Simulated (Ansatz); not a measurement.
`B1O[SiH2]S1`, 7 atoms. Charge 0, multiplicity 1. All runs use 2 threads of an Intel Xeon 6975P-C on a shared host. Correlated methods freeze the cores. Open-shell runs search over several starts.

Q: Give the basis size and wall time and peak host memory of each of these runs in Ansatz. RKS ωB97X-V/def2-TZVPP energy; RKS HSE06 (plane-wave form)-D4/def2-TZVPP energy; UHF-CCSD(T)/def2-TZVPP energy of the cation; UKS PBE0-D4/def2-TZVPP energy of the cation; UKS ωB97M-V/def2-TZVPP energy of the cation; RHF-CCSD(T)/def2-SVP energy; UKS B2PLYP (frozen core)/def2-TZVPP energy of the cation; RKS ωB97M-V/def2-QZVPP energy; UHF-MP2/def2-QZVPP energy of the cation; RKS B2PLYP (frozen core)/def2-TZVPP energy; RKS PBE0-D4/def2-TZVP relaxation (7 steps); RKS ωB97M-V/def2-SVP energy. (An estimate is asked.)

A: Computed: Other jobs shared the machine, so times are rough.

| level | job | functions | wall time | peak host memory (GiB) |
| --- | --- | --- | --- | --- |
| RHF-CCSD(T)/def2-SVP | energy | 79 | 1 s | 0.22 |
| RKS HSE06 (plane-wave form)-D4/def2-TZVPP | energy | 188 | 1.6 s | 0.41 |
| RKS ωB97M-V/def2-SVP | energy | 79 | 2.2 s | 0.23 |
| RKS B2PLYP (frozen core)/def2-TZVPP | energy | 188 | 2.7 s | 0.42 |
| RKS ωB97X-V/def2-TZVPP | energy | 188 | 4 s | 0.54 |
| UKS PBE0-D4/def2-TZVPP | energy of the cation | 188 | 5 s | 0.54 |
| UKS B2PLYP (frozen core)/def2-TZVPP | energy of the cation | 188 | 7 s | 0.51 |
| RKS ωB97M-V/def2-QZVPP | energy | 344 | 9.5 s | 1.1 |
| UKS ωB97M-V/def2-TZVPP | energy of the cation | 188 | 11 s | 0.74 |
| RKS PBE0-D4/def2-TZVP | relaxation (7 steps) | 154 | 13 s | 0.34 |
| UHF-MP2/def2-QZVPP | energy of the cation | 344 | 26 s | 1.5 |
| UHF-CCSD(T)/def2-TZVPP | energy of the cation | 188 | 2.5 min | 2.1 |
